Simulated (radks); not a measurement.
Results of a calculation; reference values are marked as such.
Polarisability of neutral rubidium, [Kr] 5s1, at imaginary frequency. Code: a radial shooting solver on a logarithmic mesh with Libxc functionals. Model: non-relativistic Kohn-Sham, LDA (Slater exchange, VWN5 correlation), spin-polarised, spherical densities, point nucleus; open shells are filled with parallel spins first (spin-orbit coupling, left out, can overturn this in heavy ions); relativity is left out, which matters for an element this heavy. Response by self-consistent Sternheimer equations with the Hartree and adiabatic LDA kernel.

w (hartree)  alpha1(iw) (bohr^3)  alpha2(iw) (bohr^5)
0.00266                    299.9                 7926
0.0143                     284.5                 7684
0.0360                     221.9                 6575
0.0697                     131.7                 4518
0.118                      68.15                 2571
0.186                      36.19                 1347
0.280                      21.16                693.4
0.413                      13.55                359.2
0.605                      9.001                187.5
0.892                      5.781                97.19
1.35                       3.374                48.30
2.12                       1.719                21.76
3.59                      0.7505                8.232
6.94                      0.2730                2.334
17.5                     0.06554               0.3860

Static values: alpha1 = 300.5 bohr^3 (44.52 angstrom^3; uncoupled 352.8), alpha2 = 7935 bohr^5, alpha3 = 258100 bohr^7. C6 = 4285, C8 = 636400, triple-dipole C9 = 934600 atomic units. One-pole (London) frequency 4 C6 / (3 alpha1^2) = 0.063 hartree, against 0.092 for minus the highest occupied eigenvalue. The dipole shielding factor is 1.000, as the force sum rule N/Z = 1.000 demands. Recommended static value: 319.8 bohr^3 (Schwerdtfeger and Nagle, 2023 table).
